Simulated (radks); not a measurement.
Valence configurations of Ar+ (all share [Ne]). Calculated with a radial shooting solver on a logarithmic mesh with Libxc functionals: Dirac Kohn-Sham, PBE, spin-unpolarised, spherical densities, point nucleus; open shells fill j = l - 1/2 first. Energies are relative to 3s2 3p5; eigenvalues in eV.

valence      E (eV)  e(3p1/2)  e(3p3/2)  e(3s1/2)
3s2 3p5       0.000   -22.242   -22.043   -36.686
3s1.5 3p5.5   7.331   -22.525   -22.324   -37.006
3s1 3p6      14.681   -22.801   -22.599   -37.318

NIST lists [Ne] 3s2 3p5 as the ground configuration; this level of theory agrees among the configurations tried. The energies are those of spherical spin-averaged densities, not of single terms.
